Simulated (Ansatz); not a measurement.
Consider the ligand exchange at a B–C bond: `O=CB(O)[SiH3]` + H–F → `OB(F)[SiH3]` + `C=O`.

Calculated with Ansatz (gas phase, PBE0-D4/def2-TZVP geometries, no zero-point term in ΔE). CBS: MP2 limit from def2 TZ/QZ plus the TZ coupled-cluster correction, frozen cores. This one scheme is used for every species. Each species was taken in one conformer, which may not be the lowest.

| species | HF/def2-TZVPP energy (Eh) |
| --- | --- |
| `O=CB(O)[SiH3]` | -504.24043 |
| H–F | -100.06520 |
| `OB(F)[SiH3]` | -490.45289 |
| `C=O` | -113.91766 |

(1) Work out ΔE.

(2) What do rigid-rotor, harmonic-oscillator terms from PBE0-D4/def2-TZVP frequencies (298.15 K, 1 bar) make of the CCSD(T)/CBS value? (An estimate is asked.)

Largest T1 diagnostic among the species: 0.016.

## Answers

(1) ΔE = (-490.45289) + (-113.91766) − (-504.24043) − (-100.06520) = -0.06492 Eh = -170.4 kJ/mol. CCSD(T)/CBS gives -137.2 kJ/mol.

(2) The calculation gave: ΔZPE = +2.5 kJ/mol, ΔH = -136.8 kJ/mol, ΔS = 14 J/(mol·K), ΔG = -140.9 kJ/mol.

Leaving LDA and LC-ωPBE aside and taking each functional with its dispersion term where it has one, the values, not all of them listed here, spread over 20.7 kJ/mol, from B97M-V to revPBE-D4. LDA lies +5.3 kJ/mol from PBE without D4. In def2-TZVPP, CCSD(T) changes the Hartree–Fock value by +29.0 kJ/mol (the triples alone add +4.1 kJ/mol) and MP2 by +29.2 kJ/mol.
